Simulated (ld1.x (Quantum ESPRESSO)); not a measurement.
# Logarithmic derivatives: Sn (Z = 50), ultrasoft

tin (Sn), ultrasoft, made with ld1.x (Quantum ESPRESSO) 7.5 (PBE, scalar-relativistic). Core [Kr], reference 4d10 5s2 5p0 (charge +2). Waves: 5s (bound): rcut 1.60, rcutus 2.10 bohr; 5s channel at -0.45 Ry: rcut 1.60, rcutus 2.10 bohr; 5p (bound, empty): rcut 1.70, rcutus 2.30 bohr; 5p channel at 2.25 Ry: rcut 1.70, rcutus 2.30 bohr; 4d (bound): rcut 1.15, rcutus 1.60 bohr; 4d channel at -2.5 Ry: rcut 1.15, rcutus 1.60 bohr. Local part: all-electron potential smoothed inside 1.30 bohr (lloc = -1). Core correction: Bessel-smoothed model core inside 1.05 bohr. Augmentation charge: built from norm-conserving waves at rcut, not smoothed further.

The phase is arctan(r·u′/u) with u = r·R(r), unwrapped; energies in Ry, scanned from -5 to 5 Ry. A pole is an energy at which the radial function vanishes at the test radius. The pseudo phase is shifted by a multiple of π to meet the all-electron one at the reference energy, and phase errors are pseudo minus all-electron; the curves can meet again beyond the range given. Levels narrower than the energy grid can be missing from the lists of poles.

```csv
channel,radius (bohr),reference energy (Ry),"poles, all-electron","poles, pseudo",unbroken range about the reference energy with phases within 0.05 rad,phase error 1 Ry above the reference energy (rad)
s,2.51,-1.92,-0.36,-0.36,the whole range,-0.000
p,2.51,-1.31,1.00,"-0.06, 1.00",below -0.1,-0.004
d,2.51,-3.18,"-3.08, 3.43","-3.08, 3.43",the whole range,-0.000
```

Note: ghost state, extra bound levels that the all-electron valence spectrum of the same l lacks: s at -206.4 eV. A true bound ghost makes a file unfit for plane-wave use.

Phases in the d channel:

```
E (Ry)  all-electron  pseudo
 -5.00         1.357   1.357
 -4.48         1.335   1.335
 -3.96         1.294   1.294
 -3.44         1.114   1.114
 -2.92        -1.701  -1.701
 -2.40        -1.812  -1.812
 -1.88        -1.877  -1.877
 -1.36        -1.957  -1.957
 -0.84        -2.088  -2.089
 -0.32        -2.365  -2.366
  0.20        -3.066  -3.068
  0.72        -3.953  -3.955
  1.24        -4.341  -4.342
  1.76        -4.508  -4.508
  2.28        -4.600  -4.600
  2.80        -4.659  -4.659
  3.32        -4.704  -4.704
  3.84        -4.742  -4.741
  4.36        -4.776  -4.776
  4.88        -4.812  -4.811
```
